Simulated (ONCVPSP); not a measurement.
**Before and after: ONCV potential for Yb**

```json
{"Element": "ytterbium", "Generator": "ONCVPSP 4.0.1", "Type": "optimised norm-conserving Vanderbilt (ONCV)", "Functional": "PBE", "Relativity": "scalar-relativistic", "Frozen core": "[Kr] 4d10 4f13", "Valence charge": "11", "Reference configuration": "5s2 5p6 5d1 6s2", "Partial waves": "5s+6s: rc 2.00 bohr, ncon 3, nbas 6, qcut 5.7 1/bohr, 3 projectors, debl 1.7 Ha; 5p: rc 2.15 bohr, ncon 4, nbas 8, qcut 5.7 1/bohr, 3 projectors, debl 3.5 Ha; 5d: rc 2.15 bohr, ncon 5, nbas 9, qcut 4.9 1/bohr, 1 projector", "Local potential": "polynomial inside 1.35 bohr (lpopt 5, dvloc0 0 Ha)", "Core correction": "none"}
```

All-electron outer shells of the reference configuration (PBE, scalar-relativistic, ld1.x):

```tsv
shell	level (eV)	outermost node (bohr)	outermost maximum (bohr)
5s	-59.34	0.58	1.07
5p	-31.02	0.62	1.22
4f	-9.61	–	0.48
6s	-4.57	1.44	3.12
5d	-1.86	0.70	1.85
```

Change: s: rc 1.44.

Cutoffs: the cutoffs (Ha) at which the residual kinetic energy of the hardest occupied pseudo-wave falls to 1 and 0.1 mHa per electron; they do not see the model core or the augmentation charge, which bear on the density cutoff. Errors are all-electron minus pseudo energies relative to the spin-unpolarised reference configuration.

Question: Predict the effect on cutoff, ghosts and configuration errors.

Answer: The potential gets harder (11 Ha and 13 Ha → 23 Ha and 62 Ha); of the 3 tests that both files solve, the error grows in 2 and shrinks in 0 by more than 15 % and 0.3 meV (median size 2.1 → 2.6 meV); neither file shows a bound ghost. A smaller radius makes the pseudo-wave follow the all-electron one further in, where it bends more sharply, so more plane waves are needed.

| quantity | base | changed |
| --- | --- | --- |
| cutoff, loose | 11 Ha | 23 Ha |
| cutoff, tight | 13 Ha | 62 Ha |
| loose cutoff by channel | s 11 Ha, p 9.2 Ha, d 10 Ha | s 23 Ha, p 9.2 Ha, d 10 Ha |
| bound ghosts | none | none |
| GHOST(+) flags under 300 eV | s at 207.2 eV | none |
| tests counted as reliable (solved cleanly; for ONCVPSP, near-neutral configurations with less than one 5d electron left out) | 3 of 4 | 3 of 4 |
| error for 5s2 5p6 5d1 6s1, meV [ΔE 7.26 eV] | +2.1 | +2.6 |
| error for 5s2 5p6 5d1 6s0, meV [ΔE 20.36 eV] | +27 | +29 |
| error for 5s2 5p6 5d1 6s1 6p1, meV [ΔE 3.33 eV] | +1.7 | +2.0 |
| p: phases at 2.18 bohr within 0.05 rad from the reference energy up to (Ha; the scan ends near 5) | to the end of the scan | to the end of the scan |
| d: phases at 2.18 bohr within 0.05 rad from the reference energy up to (Ha; the scan ends near 5) | 2.1 | 2.1 |
